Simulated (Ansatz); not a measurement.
Several settings on one geometry of cis-[IrF2(NH3)4]+ (IrN4F2H12⁺) (that of the charge 1 singlet, PBE0-D4/def2-SVP). Ansatz on 4 threads of Arm Neoverse V1 on a shared host; times are rough.

```xyz
19

Ir    0.196   -0.002    0.195
F     0.065   -0.026    2.155
N     0.488    0.022   -1.881
H     1.518    0.022   -1.925
H     0.161    0.844   -2.392
H     0.161   -0.787   -2.411
F     2.155   -0.001    0.061
N    -1.880   -0.005    0.491
H    -1.923   -0.017    1.521
H    -2.402   -0.817    0.155
H    -2.401    0.814    0.174
N     0.405    2.049    0.431
H     1.405    2.225    0.275
H     0.247    2.209    1.433
H    -0.129    2.744   -0.094
N     0.406   -2.058    0.379
H    -0.127   -2.741   -0.162
H     0.251   -2.245    1.377
H     1.406   -2.229    0.217
```

Totals from different functionals, basis sets or treatments of relativity can't be compared as stabilities.

In the def2 sets Ir takes a core potential; there is no spin–orbit coupling. Correlated methods freeze 6 core orbitals; core or outer-core shells of Ir are correlated, in sets that lack core-valence functions.

Give the basis size and estimate the energy, ⟨S²⟩ and time of these runs.

```json
{"run": "1", "method": "RKS rPW86-PBE-D3(BJ)/def2-SVP", "charge": "1", "state": "singlet", "further keys": "nuclear_model: gaussian; scf: {omitted_lower_state_checks: [starts]}; forces asked"}
{"run": "2", "method": "RHF, rpa/def2-SVPD", "charge": "1", "state": "singlet", "further keys": "scf: {omitted_lower_state_checks: [starts]}"}
{"run": "3", "method": "RKS r2SCANh/def2-mTZVPP", "charge": "1", "state": "singlet", "further keys": "–"}
{"run": "4", "method": "RKS PBEsol/def2-SVPD", "charge": "1", "state": "singlet", "further keys": "scf: {omitted_lower_state_checks: [starts]}; forces asked"}
{"run": "5", "method": "UKS PBE/def2-mTZVPP", "charge": "1", "state": "singlet", "further keys": "pseudopotentials: {relativity: none}; scf: {omitted_lower_state_checks: [starts]}"}
{"run": "6", "method": "RKS revPBE/def2-TZVP", "charge": "1", "state": "singlet", "further keys": "fitting: {mean_field: def2-universal-jkfit}; scf: {omitted_lower_state_checks: [starts]}; forces asked"}
```


```
run  functions  energy (Eh)  ⟨S²⟩  wall time
  1        176    -530.8629     –        9 s
  2        257    -528.5217     –       18 s
  3        240    -530.1766     –      9.5 s
  4        257    -527.9411     –      5.5 s
  5        240    -529.9631  0.00        7 s
  6        298    -530.3479     –        5 s
```
